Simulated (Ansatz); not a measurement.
Ansatz (a first-principles code) input (HF/STO-3G):

Ansatz 0.2 input:
```yaml
crystal:
  periodic: [false, false, false]
  atoms:
    - {symbol: C, position_ang: [2.79441700, 0.82361100, 0.11889500]}
    - {symbol: C, position_ang: [1.64247600, 0.35923600, 0.58647400]}
    - {symbol: Se, position_ang: [0.31743100, -0.50261700, -0.47748300]}
    - {symbol: C, position_ang: [-1.26877600, 0.03693800, 0.59846100]}
    - {symbol: C, position_ang: [-2.46492400, -0.75587300, 0.09199200]}
    - {symbol: C, position_ang: [-1.49420200, 1.53894500, 0.54263200]}
    - {symbol: H, position_ang: [3.53938200, 1.23048100, 0.79171600]}
    - {symbol: H, position_ang: [3.03931800, 0.80584700, -0.93571700]}
    - {symbol: H, position_ang: [1.41265400, 0.39297900, 1.64615400]}
    - {symbol: H, position_ang: [-1.03090000, -0.27047500, 1.61820900]}
    - {symbol: H, position_ang: [-3.35207700, -0.50425600, 0.67832300]}
    - {symbol: H, position_ang: [-2.29872800, -1.83060400, 0.16951800]}
    - {symbol: H, position_ang: [-2.68029000, -0.51658400, -0.95177200]}
    - {symbol: H, position_ang: [-0.62124700, 2.09160700, 0.88954400]}
    - {symbol: H, position_ang: [-2.34378700, 1.81374600, 1.17570000]}
    - {symbol: H, position_ang: [-1.71092100, 1.85908600, -0.47797500]}
basis:
  gaussian:
    orbitals: STO-3G
hamiltonian:
  xc: {name: HF}
relax: {f_tol: 0.003, max_steps: 120}
```

From the output:

```
relax step  13: F+E_penalty+E_count = -69834.73012127 eV  Δ(F+E_penalty+E_count) = -1.923e-5 eV  max|allowed force component| = 7.300e-3 eV/Å  Δτ_max = 0.0039 Å  (26 SCF iters, accepted)
these checks for a lower state are left out or cut short: starts, cluster_reference, orbital_swaps, neighbouring_geometries, increment
integrals: 0.01 GiB planned
728 factors; integrals over basis functions are off by at most 1.5e-5 eV
mean field: 0.16 GiB planned
mean field -69834.73012864 eV, -2566.3789965471 hartree, gradient 7.0e-6 eV, S^2 0.000000; 0 other end points of the search recorded, 0 dependent functions left out
the calculation of the forces begins
reference -69834.73012864 eV, -2566.3789965471 hartree; 37, 37 occupied and 16, 16 virtual orbitals, 728 factors
relax step  14: F+E_penalty+E_count = -69834.73012864 eV  Δ(F+E_penalty+E_count) = -7.369e-6 eV  max|allowed force component| = 4.653e-3 eV/Å  Δτ_max = 0.0041 Å  (26 SCF iters, accepted)
these checks for a lower state are left out or cut short: starts, cluster_reference, orbital_swaps, neighbouring_geometries, increment
integrals: 0.01 GiB planned
728 factors; integrals over basis functions are off by at most 1.5e-5 eV
mean field: 0.16 GiB planned
mean field -69834.73013138 eV, -2566.3789966480 hartree, gradient 7.0e-6 eV, S^2 0.000000; 0 other end points of the search recorded, 0 dependent functions left out
the calculation of the forces begins
reference -69834.73013138 eV, -2566.3789966480 hartree; 37, 37 occupied and 16, 16 virtual orbitals, 728 factors
relax step  15: F+E_penalty+E_count = -69834.73013138 eV  Δ(F+E_penalty+E_count) = -2.746e-6 eV  max|allowed force component| = 3.405e-3 eV/Å  Δτ_max = 0.0049 Å  (26 SCF iters, accepted)
these checks for a lower state are left out or cut short: starts, cluster_reference, orbital_swaps, neighbouring_geometries, increment
integrals: 0.01 GiB planned
728 factors; integrals over basis functions are off by at most 1.5e-5 eV
mean field: 0.16 GiB planned
mean field -69834.73013165 eV, -2566.3789966578 hartree, gradient 6.9e-6 eV, S^2 0.000000; 0 other end points of the search recorded, 0 dependent functions left out
the calculation of the forces begins
reference -69834.73013165 eV, -2566.3789966578 hartree; 37, 37 occupied and 16, 16 virtual orbitals, 728 factors
relax step  16: F+E_penalty+E_count = -69834.73013165 eV  Δ(F+E_penalty+E_count) = -2.655e-7 eV  max|allowed force component| = 2.014e-3 eV/Å  Δτ_max = 0.0006 Å  (26 SCF iters, accepted)
integrals: 0.01 GiB planned
728 factors; integrals over basis functions are off by at most 1.5e-5 eV
mean field: 0.16 GiB planned
mean field evaluation 128: about -69834.5661 eV, gradient 7.2e0 eV
mean field -69834.73013165 eV, -2566.3789966578 hartree, gradient 6.9e-6 eV, S^2 0.000000; 1 other end points of the search recorded, 0 dependent functions left out
the calculation of the forces begins
reference -69834.73013165 eV, -2566.3789966578 hartree; 37, 37 occupied and 16, 16 virtual orbitals, 728 factors
Total energy: -69834.73013165 eV, -2566.3789966578 hartree
Atom 0 at     2.883051     0.672561     0.152069 Å, force    -0.001066     0.000295     0.002014 eV/Å
Atom 1 at     1.641707     0.457344     0.509336 Å, force    -0.000013    -0.000520    -0.001515 eV/Å
Atom 2 at     0.303499    -0.278439    -0.611249 Å, force     0.000300    -0.000008     0.000107 eV/Å
Atom 3 at    -1.231598     0.078560     0.547249 Å, force     0.000074     0.000597     0.000542 eV/Å
Atom 4 at    -2.429659    -0.783719     0.092015 Å, force    -0.000095    -0.000277    -0.000341 eV/Å
Atom 5 at    -1.609838     1.577123     0.578563 Å, force    -0.000036     0.000525    -0.000360 eV/Å
Atom 6 at     3.607859     1.073851     0.847289 Å, force     0.000350    -0.000136    -0.000789 eV/Å
Atom 7 at     3.252330     0.461031    -0.842014 Å, force     0.000405     0.000074    -0.000268 eV/Å
Atom 8 at     1.324340     0.684326     1.521016 Å, force     0.000114     0.000178     0.000284 eV/Å
Atom 9 at    -0.954484    -0.227934     1.555777 Å, force    -0.000260    -0.000193    -0.000134 eV/Å
Atom 10 at    -3.278464    -0.616111     0.749252 Å, force     0.000293     0.000078     0.000078 eV/Å
Atom 11 at    -2.178316    -1.839637     0.118721 Å, force    -0.000068     0.000114    -0.000070 eV/Å
Atom 12 at    -2.728180    -0.527303    -0.920189 Å, force     0.000026    -0.000030     0.000200 eV/Å
Atom 13 at    -0.775349     2.184189     0.916395 Å, force    -0.000020    -0.000338    -0.000011 eV/Å
Atom 14 at    -2.442582     1.735775     1.258883 Å, force     0.000052    -0.000033     0.000184 eV/Å
Atom 15 at    -1.904490     1.920452    -0.408443 Å, force    -0.000058    -0.000326     0.000080 eV/Å
Dipole moment:    -0.161139     0.105525     0.275981 e Å
```

The geometry given is a B3LYP-D3(BJ)/def2-TZVP minimum.
